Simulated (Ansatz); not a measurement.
All values below come from frozen-core CCSD(T)/cc-pVTZ // r2SCAN-D4/def2-TZVP (Ansatz, a quantum-chemistry and plane-wave program).

Ansatz 0.2 input:
```yaml
crystal:
  periodic: [false, false, false]
  atoms:
    - { symbol: C, position_ang: [1.85792, 0.045061, 0.105655] }
    - { symbol: Al, position_ang: [-0.0516, 0.37631, -0.056207] }
    - { symbol: C, position_ang: [-1.456496, -0.976942, 0.042933] }
    - { symbol: O, position_ang: [-0.472682, 2.012099, -0.301497] }
    - { symbol: H, position_ang: [2.108859, -1.015484, 0.18592] }
    - { symbol: H, position_ang: [2.400024, 0.453063, -0.753494] }
    - { symbol: H, position_ang: [2.267025, 0.54773, 0.988461] }
    - { symbol: H, position_ang: [-1.067705, -1.977354, 0.251077] }
    - { symbol: H, position_ang: [-2.188834, -0.741655, 0.82256] }
    - { symbol: H, position_ang: [-2.018605, -1.036288, -0.895723] }
    - { symbol: H, position_ang: [-1.377905, 2.313462, -0.389682] }
basis:
  gaussian: { orbitals: cc-pVTZ }
correlation:
  method: ccsd_t
```

Output:

```
Functional definition: HF
1259 factors; integrals over basis functions are off by at most 1.1e-3 eV
mean field evaluation 1: about -10790.6990 eV, gradient 4.9e1 eV
mean field evaluation 2: about -10790.7927 eV, gradient 4.9e1 eV
mean field evaluation 4: about -10795.6360 eV, gradient 4.1e0 eV
mean field evaluation 8: about -10795.6995 eV, gradient 2.1e-1 eV
mean field evaluation 16: about -10794.1346 eV, gradient 2.9e1 eV
mean field -10795.69975288 eV, -396.7346483302 hartree, gradient 4.1e-6 eV, S^2 0.000000; 0 other end points of the search recorded, 0 dependent functions left out
8 core orbitals not correlated
reference -10795.69975288 eV, -396.7346483302 hartree; 12, 12 occupied and 202, 202 virtual orbitals, 1259 factors
second order -18.66583016 eV of doubles, -0.00000000 eV of singles
cycle   1  -19.14540796 eV  change   -4.8e-1 eV  update   8.5e-2
cycle   2  -19.55445939 eV  change   -4.1e-1 eV  update   2.5e-2
cycle   3  -19.64644001 eV  change   -9.2e-2 eV  update   1.3e-2
cycle   4  -19.64064766 eV  change    5.8e-3 eV  update   3.1e-3
cycle   5  -19.64007898 eV  change    5.7e-4 eV  update   1.4e-3
cycle   6  -19.64026671 eV  change   -1.9e-4 eV  update   4.2e-4
cycle   7  -19.64005148 eV  change    2.2e-4 eV  update   1.6e-4
cycle   8  -19.64003990 eV  change    1.2e-5 eV  update   4.7e-5
cycle   9  -19.64005533 eV  change   -1.5e-5 eV  update   1.5e-5
perturbative correction -0.70843541 eV, -0.0260345211 hartree
Total energy: -10816.04824362 eV, -397.4824415721 hartree
```

Cost: around 2.5 core-minutes (rough).
